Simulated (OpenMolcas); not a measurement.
**Re4+: ligand-field states by method**

Re4+ with 6 ligands (fluoride) in octahedral coordination (Oh) at 1.94 Å. A charge of +0.333 e stands 2.4 Å behind each ligand. Ligand basis ANO-RCC-VDZP.

- Program: OpenMolcas 26.06
- Basis: ANO-RCC-VTZP [8s7p5d3f2g1h]
- Scalar Hamiltonian: DKH2, point nucleus
- Active space: 3 electrons in 5 orbitals (5d)
- State averaging: 2S+1 = 4 even, 10 roots; 2S+1 = 2 even, 40 roots
- Spin-orbit coupling: state interaction with AMFI integrals over the reference wave functions

I. CASSCF
II. SS-CASPT2, IPEA 0.25 Eh, imaginary shift 0.1 Eh (closed shells correlated: 5s 5p and the ligand valence shells)

Spin-free states (labels of O, the rotations of Oh) in cm-1, each column counted from its own energy of the first state listed:

```csv
State,Degeneracy,I,II
4A2,1,0,0
2E,2,14541,10950
2T1,3,15030,10940
2T2,3,23150,18120
4T2,3,35261,35780
4T1,3,43272,41990
2A1,1,46733,43330
2S+1 = 2,3,48783,45510
2S+1 = 2,3,49300,45600
2E,2,50993,46810
2T1,3,54475,49460
2T2,3,58802,52720
2A2,1,60863,53530
2E,2,71207,63170
4T1,3,73044,73420
```

From I to II, I's first state of the same spin (4T2) moves from 35261 to 35780 cm-1, by about +520 cm-1.

From I to II, I's first state of another spin (2E) moves from 14541 to 10950 cm-1, by about -3600 cm-1. In II another state of that kind comes below it.

I: A least-squares ligand-field fit to the states below 45000 cm-1, each weighted by its degeneracy and with a free common offset, gives 10Dq = 35248 cm-1, B = 721 cm-1 and C = 2947 cm-1 (C/B = 4.09), with an rms deviation of 10 cm-1. The same method and metal basis give the free ion B = 840 cm-1 (fit to its terms below 60000 cm-1, rms deviation 25 cm-1), so the nephelauxetic ratio is β = 721 / 840 = 0.86; it hangs on how both fits weigh the states, and computed free-ion B values tend to be too large, so β mixes covalency with correlation.

χT at 300 K: I 1.45, II 1.38 cm3 K/mol.

The states above are spin-free; spin-orbit coupling is strong here and shifts and splits them by thousands of cm-1.

Roots that are degenerate in the reference are averaged as groups; the widest CASPT2 spread within a group is 970 cm-1 (the 3-fold group of multiplicity 2 near 81700 cm-1 above the lowest state of its run, II). Shifts and gaps below about the spread of the groups concerned are not significant. Over all roots computed the reference weight is 0.70 to 0.71 in II; a low but even weight reflects the number of correlated electrons. The least metal-like active orbital is 77 % on the metal (Löwdin) and no ligand orbital is active, so the numbers are rough. Ligand-to-metal charge-transfer states are missing. With no ligand orbital active B as a rule stays too high, so bands that hang on it stand too high and its fall with covalency is understated. Without dynamic correlation the repulsion within the d shell is too large (B by tens of per cent), so at a given field states of lower spin stand too high (holds for I). With metal d orbitals alone the field can be off either way by tens of per cent (holds for I). With one d shell and no ligand orbital active, 10Dq can be off by a tenth or more (holds for II). No measured value stands beside these numbers; the geometry was imposed, not optimised, and the real ion may take another.
